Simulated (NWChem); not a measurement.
System: C₄H₈O; SMILES CC1(O)CC1

Here is an NWChem input.

```
start job
memory heap 200 mb stack 900 mb global 1100 mb
geometry units angstroms noautosym nocenter noautoz
  C      1.120695     1.141796    -0.024228
  C     -0.029727     0.157747    -0.008527
  O     -1.304233     0.760330    -0.070566
  C      0.079574    -1.137982     0.761592
  C      0.057872    -1.136140    -0.758405
  H      1.064562     1.780398    -0.913172
  H      2.087518     0.626817    -0.027579
  H      1.094102     1.790865     0.862045
  H     -1.442453     1.232282     0.767026
  H      1.012895    -1.372652     1.267902
  H     -0.815545    -1.488176     1.268022
  H     -0.851508    -1.476724    -1.244130
  H      0.975894    -1.366286    -1.292918
end
basis spherical
  * library 6-31g*
end
dft
  xc b3lyp
  iterations 150
end
cosmo
  do_cosmo_smd true
  solvent water
end
task dft energy
```

Geometry: optimised at B3LYP/6-31G* (spherical d). Solvent: water.

Level: B3LYP/6-31G* with SMD (1 M gas to 1 M solution), gas-phase geometry.

Problem. Give the results of this calculation. (B3LYP/6-31G* (spherical d), SMD on the gas-phase geometry.) Quantities: solvation free energy (kcal/mol); cavity-dispersion-structure term (kcal/mol); dipole in solution (D).

Solution. 
```yaml
solvation free energy (kcal/mol): -4.4
cavity-dispersion-structure term (kcal/mol): 2.8
dipole in solution (D): 2.11
```
